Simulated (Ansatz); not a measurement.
A made-up structure of CH₃GaMg, singlet:

```xyz
6
angstrom
C -0.1102 -0.2220 -0.7259
Mg 1.1565 -1.5962 0.3265
Ga -0.0474 0.5192 1.0821
H -0.7765 -1.1064 -0.7359
H -0.9373 0.4504 2.3248
H 0.1462 1.9882 1.6280
```

It is relaxed with PBE-D4/def2-SVP and then PBE0-D4/def2-TZVP (Ansatz 0.2.0). Atoms count as bonded within 1.22 times the sum of their covalent radii (H–H: 0.88 Å). The end point is not checked to be a true minimum.

Task: Does its bonding change? (A judgement: the text doesn't fix the answer.)

Result: The calculation gives: Yes. Formed: Mg2–H6; broken: none.

Where it ends: The first stage lowers the energy by 2.04 eV in 20 steps. It ends as CH₃GaMg ([H]1[Mg]2[CH][GaH]12):
C1  (-0.218, -0.852, -0.157)
Mg2  (1.612, -0.193, 0.015)
Ga3  (-0.601, 0.403, 1.170)
H4  (-0.939, -1.517, -0.622)
H5  (-1.521, 1.173, 2.160)
H6  (1.098, 1.019, 1.334)
(Å)

Labels in which every atom is bracketed show which atoms are joined, not bond orders.

For scale, one of the runs: PBE0-D4/def2-TZVP relaxation, 129 basis functions, launched by `ansatz run in.yaml --threads 2 --pin off --events-out ev --progress --plain --max-ram 4352MiB`. Hardware: 2 CPU threads of an Arm Neoverse V2, shared host. Wall time about 15 s.
